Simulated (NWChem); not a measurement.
Species: C3H3NS; SMILES c1cscn1

```xyz
8

C     -0.6906    -1.2356     0.0000
C     -1.2174     0.0280     0.0000
S      0.0541     1.1803     0.0000
C      1.1933    -0.1222     0.0000
N      0.6716    -1.3091     0.0000
H     -1.2828    -2.1527     0.0000
H     -2.2634     0.3299     0.0000
H      2.2673     0.0795     0.0000
```
Atoms are numbered in this order, from 1.

Results from NWChem. Pople sets run with spherical d functions. Coordinates come from a PBE0/def2-SVP optimisation. Total energies compare along this basis series because the functional is fixed.

```
level            basis functions  energy (Ha)  highest occupied level (eV)  orbital gap (eV)  dipole (D)  relative time
---------------  ---------------  -----------  ---------------------------  ----------------  ----------  -------------
PBE0/STO-3G                   32    -562.2047                        -4.98              7.33        2.20              1
PBE0/3-21G                    55    -565.7695                        -7.42              6.80        1.47              1
PBE0/6-31G*                   80    -568.6916                        -7.14              6.58        1.46              3
PBE0/6-31+G*                 100    -568.6992                        -7.35              6.48        1.66              5
PBE0/6-311G**                116    -568.7594                        -7.30              6.55        1.48              5
PBE0/6-311++G**              139    -568.7643                        -7.38              6.46        1.65             10
```

Times are rough ratios from one shared machine.
